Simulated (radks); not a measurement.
Fractional charge and spin in the 3d shell of copper: the spin-up occupation runs from 4 to 5 and the spin-down occupation from 4 to 5; the fullest corner is Cu, [Ar] 4s(up 0.5, down 0.5) 3d(up 5, down 5). Calculated with a radial shooting solver on a logarithmic mesh with Libxc functionals: non-relativistic Kohn-Sham, PBE, spin-polarised, spherical densities, point nucleus. Energy (eV) above the fullest corner. The planes named below are the two flat planes that join the four corners, with an edge along up + down = one added electron.

\begin{tabular}{lrrrrr}
down \ up & 4 & 4.25 & 4.5 & 4.75 & 5 \\ \hline
4 & 39.557 & 30.914 & 23.398 & 16.962 & 11.555 \\
4.25 & 30.914 & 23.466 & 17.094 & 11.748 & 7.374 \\
4.5 & 23.398 & 17.094 & 11.813 & 7.500 & 4.098 \\
4.75 & 16.962 & 11.748 & 7.500 & 4.160 & 1.663 \\
5 & 11.555 & 7.374 & 4.098 & 1.663 & 0.000 \\
\end{tabular}

Corners above the fullest one (they belong to Cu+ and the next ion): (up 5, down 4) 11.555 eV, (up 4, down 5) 11.555 eV, (up 4, down 4) 39.557 eV. With half an added electron in each spin the energy lies 0.258 eV from the planes, and with half an added electron in spin up alone -2.158 eV. The planes are only a guide here: the flat-plane condition holds for ground states with one frontier orbital, while this shell lies below other occupied shells, so the corners above the fullest one are inner-hole states and not the ground states of those ions.
